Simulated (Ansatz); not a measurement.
Cost and result for the atomization energy of CH₆FGaSi, SMILES `F[CH2][GaH][SiH3]` (10 atoms, 9 bonds).

```csv
atom,x (Å),y (Å),z (Å)
F1,-2.074,-1.849,-1.314
C2,-0.808,-1.444,-0.907
Ga3,-0.817,0.308,0.041
Si4,1.267,1.224,0.857
H5,-0.391,-2.227,-0.261
H6,-0.164,-1.396,-1.794
H7,-2.181,1.061,0.240
H8,1.210,1.399,2.336
H9,1.517,2.564,0.255
H10,2.440,0.360,0.547
```

The species carries charge 0 and has multiplicity 1. Correlated methods include outer-core shells of Ga, which these sets cover unevenly. Scalar relativity is left out up to krypton. The geometry is a stationary point of PBE0-D4/def2-TZVP. It is one conformer, not always the lowest. Program: Ansatz. All runs use 4 threads of an Arm Neoverse V1 on a shared host. Times are those of one run each, without the atoms' runs, and a repeat can differ threefold. Electronic energies, without spin–orbit coupling; frozen cores. CCSD(T)/CBS adds CCSD(T) − MP2 in def2-TZVPP to the MP2 limit, and its time is that of the two runs behind it. T1 = 0.013. With those shells the extrapolation isn't a true limit. B3LYP takes the VWN-RPA correlation (the form of Gaussian; ORCA's B3LYP/G).

CCSD(T)/CBS is a level of theory with its own doubt, some kJ/mol a heavy atom from the limit and from the frozen cores, so smaller differences don't rank the functionals.

| level | functions | wall time |
| --- | --- | --- |
| LDA (SPW92)/def2-TZVPP | 236 | 1.1 s |
| revPBE-D4/def2-TZVPP | 236 | 1.9 s |
| PBE-D4/def2-TZVPP (with forces) | 236 | 2.3 s |
| PBE0-D4/def2-TZVPP | 236 | 2.8 s |
| BHLYP-D4/def2-TZVPP | 236 | 2.9 s |
| CAM-B3LYP-D4/def2-TZVPP | 236 | 3.3 s |
| r2SCAN-D4/def2-TZVPP (with forces) | 236 | 3.9 s |
| B3LYP-D4/def2-TZVPP (with forces) | 236 | 4.3 s |
| PBE-QIDH/def2-TZVPP | 236 | 5 s |
| CCSD(T)/def2-SVP | 108 | 5.5 s |
| MP2/def2-QZVPP | 453 | 19 s |
| CCSD(T)/def2-TZVPP | 236 | 2 min |
| CCSD(T)/CBS(def2) | – | 2.3 min |

Problem. What atomization energy does each give, and how far from CCSD(T)/CBS? (An estimate is asked.)

Solution. Ansatz gave: 
```json
{"level": "LDA (SPW92)/def2-TZVPP", "atomization (kcal/mol)": "811.8", "difference from CCSD(T)/CBS": "93.9", "per bond": "10.4"}
{"level": "revPBE-D4/def2-TZVPP", "atomization (kcal/mol)": "703.6", "difference from CCSD(T)/CBS": "-14.3", "per bond": "-1.6"}
{"level": "PBE-D4/def2-TZVPP (with forces)", "atomization (kcal/mol)": "719.2", "difference from CCSD(T)/CBS": "1.3", "per bond": "0.1"}
{"level": "PBE0-D4/def2-TZVPP", "atomization (kcal/mol)": "711.0", "difference from CCSD(T)/CBS": "-6.9", "per bond": "-0.8"}
{"level": "BHLYP-D4/def2-TZVPP", "atomization (kcal/mol)": "698.0", "difference from CCSD(T)/CBS": "-19.9", "per bond": "-2.2"}
{"level": "CAM-B3LYP-D4/def2-TZVPP", "atomization (kcal/mol)": "718.0", "difference from CCSD(T)/CBS": "0.1", "per bond": "0.0"}
{"level": "r2SCAN-D4/def2-TZVPP (with forces)", "atomization (kcal/mol)": "717.8", "difference from CCSD(T)/CBS": "-0.1", "per bond": "0.0"}
{"level": "B3LYP-D4/def2-TZVPP (with forces)", "atomization (kcal/mol)": "712.7", "difference from CCSD(T)/CBS": "-5.2", "per bond": "-0.6"}
{"level": "PBE-QIDH/def2-TZVPP", "atomization (kcal/mol)": "709.3", "difference from CCSD(T)/CBS": "-8.6", "per bond": "-1.0"}
{"level": "CCSD(T)/def2-SVP", "atomization (kcal/mol)": "675.0", "difference from CCSD(T)/CBS": "-42.9", "per bond": "-4.8"}
{"level": "MP2/def2-QZVPP", "atomization (kcal/mol)": "713.3", "difference from CCSD(T)/CBS": "-4.6", "per bond": "-0.5"}
{"level": "CCSD(T)/def2-TZVPP", "atomization (kcal/mol)": "702.1", "difference from CCSD(T)/CBS": "-15.8", "per bond": "-1.8"}
{"level": "CCSD(T)/CBS(def2)", "atomization (kcal/mol)": "717.9", "difference from CCSD(T)/CBS": "0.0", "per bond": "0.0"}
```

In def2-TZVPP, CCSD(T) changes the Hartree–Fock value by +175.2 kcal/mol (the triples alone add +8.3 kcal/mol) and MP2 by +177.1 kcal/mol; breaking electron pairs costs correlation energy, which Hartree–Fock lacks. Leaving LDA and LC-ωPBE aside and taking each functional with its dispersion term where it has one, the values, not all of them listed here, spread over 23.1 kcal/mol, from BHLYP-D4 to ωB97X-V. LDA lies +96.9 kcal/mol from PBE without D4, its usual overbinding. From BLYP to BHLYP (50 % exact exchange), in def2-TZVPP and without D4, the atomization energy moves by −6.7 kcal/mol: exact exchange takes away binding that semilocal exchange gives to molecules.
